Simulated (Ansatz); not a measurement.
Coupled-cluster run, H4SSeSi (`S[SiH2][SeH]`).

```yaml
crystal:
  periodic: [false, false, false]
  atoms:
    - {symbol: S, position_ang: [-2.020096, 0.111597, -0.527617]}
    - {symbol: Si, position_ang: [-0.098678, 0.366780, 0.350742]}
    - {symbol: Se, position_ang: [1.054101, -1.593248, 0.187089]}
    - {symbol: H, position_ang: [-1.537079, -0.224272, -1.736418]}
    - {symbol: H, position_ang: [0.704156, 1.429370, -0.302978]}
    - {symbol: H, position_ang: [-0.394075, 0.748054, 1.752337]}
    - {symbol: H, position_ang: [2.352971, -0.906281, 0.231044]}
basis:
  gaussian: {orbitals: def2-SVP}
correlation: {method: ccsd_t}
```

```sh
$ ansatz run in.yaml --threads 2 --pin off --events-out ev --progress --plain --max-ram 4352MiB
```

The program prints (abridged):

```
Functional definition: HF
843 factors; integrals over basis functions are off by at most 1.1e-3 eV
mean field evaluation 1: about -84032.2535 eV, gradient 1.6e1 eV
mean field evaluation 2: about -84032.2644 eV, gradient 1.6e1 eV
mean field evaluation 4: about -84033.4717 eV, gradient 2.0e0 eV
mean field evaluation 8: about -84033.4924 eV, gradient 1.3e-1 eV
mean field evaluation 16: about -84033.4773 eV, gradient 4.5e-1 eV
mean field -84033.49251514 eV, -3088.1738899845 hartree, gradient 4.3e-6 eV, S^2 0.000000; 0 other end points of the search recorded, 0 dependent functions left out
19 core orbitals not correlated: weight in the atoms' cores, before any rotation towards them, 1.000 or more for the frozen orbitals, at most 0.000 for the correlated occupied ones
reference -84033.49251514 eV, -3088.1738899845 hartree; 15, 15 occupied and 54, 54 virtual orbitals, 843 factors
second order -12.76113784 eV of doubles, -0.00000000 eV of singles
cycle   1  -13.39585588 eV  change   -6.3e-1 eV  update   7.9e-2
cycle   2  -13.79996652 eV  change   -4.0e-1 eV  update   2.4e-2
cycle   3  -13.82856693 eV  change   -2.9e-2 eV  update   8.4e-3
cycle   4  -13.82533109 eV  change    3.2e-3 eV  update   2.1e-3
cycle   5  -13.82566188 eV  change   -3.3e-4 eV  update   7.0e-4
cycle   6  -13.82511994 eV  change    5.4e-4 eV  update   2.2e-4
cycle   7  -13.82506443 eV  change    5.6e-5 eV  update   7.3e-5
cycle   8  -13.82510088 eV  change   -3.6e-5 eV  update   2.5e-5
perturbative correction -0.36960851 eV, -0.0135828623 hartree
Total energy: -84047.68722454 eV, -3088.6955359331 hartree
```

Hardware: 2 threads of an Arm Neoverse V1 on a shared host. Wall time 3.2 s, peak host memory 0.25 GiB.

Correlation energy per correlated electron: -0.473 eV. T1 diagnostic: 0.0087.
